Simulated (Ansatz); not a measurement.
Relaxed structures of SiH₂SO₂, singlet (PBE0-D4/def2-TZVP; forces vanish, vibrations not checked; lower isomers may exist, and structures with a doubtful reference or unclear bonds are left out; Å). Computed with Ansatz 0.2.0 (basis: def2-TZVPP); correlated methods freeze the cores.

Task: Rank them by CCSD(T) energy, lowest first, and give each one's height above the lowest. Links in brackets join atoms within 1.22 times the sum of their covalent radii (1.1 for two metals). (An estimate is asked for; the value comes from the calculation.)
A.
SiH₂SO₂ ([O][SiH][S][OH])
```
6
angstrom
O -0.2988 -0.2410 -1.5191
Si 0.3180 0.7384 -0.5265
S 0.2321 0.1251 1.4533
O -0.5379 -1.3090 1.1585
H 0.9633 2.0480 -0.7545
H -0.6766 -1.3616 0.1884
```
B.
SiH₂SO₂ ([O][S][SiH][OH])
```
6
angstrom
O 0.0283 -0.2374 -1.6163
Si 0.4069 0.8122 -0.4515
S 0.0849 -0.0164 1.3795
O -0.4199 -1.3910 0.9341
H 0.8927 2.1141 -0.9452
H -0.2780 -1.0553 -1.1727
```
C.
SiH₂SO₂ ([O][SiH][SH][O])
```
6
angstrom
O 0.1239 -0.0832 -1.8083
Si 0.2870 0.6769 -0.5119
S -0.2911 0.1185 1.5477
O -0.5944 -1.3043 1.7853
H 0.7430 2.0871 -0.3304
H 1.0468 0.3922 1.8171
```

Result: Computed: A (0.000 eV), B (0.470 eV), C (1.501 eV). Heights count from the lowest.

No T1 diagnostic of these runs exceeds 0.027. The T1 diagnostic is large here, which may signal multireference character or strong orbital relaxation, so CCSD(T) is less sure.

For scale, one of the runs: CCSD(T)/def2-TZVPP, 174 basis functions, launched by `ansatz run in.yaml --threads 2 --pin off --events-out ev --progress --plain --max-ram 4352MiB`. Time: 34 s of wall clock on 2 CPU threads of an Intel Xeon; the host was shared. Peak host memory: 1.6 GiB.
